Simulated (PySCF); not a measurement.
## How methods differ on the ionisation energy of Yb⁺

Yb⁺ [Xe] 4f14 6s1 (2S) → Yb²⁺ [Xe] 4f14 (1S), as a difference of total energies. Calculation: PySCF 2.14, in cc-pVTZ-X2C; scalar relativity by spin-free X2C-1e. The calculations carry no spin-orbit coupling.

```csv
method,ionisation energy (eV)
UHF,11.273
M06,11.788
PW91,12.443
r2SCAN0,12.016
```

For comparison: 12.179 eV (measured; NIST Atomic Spectra Database, ionization energies).
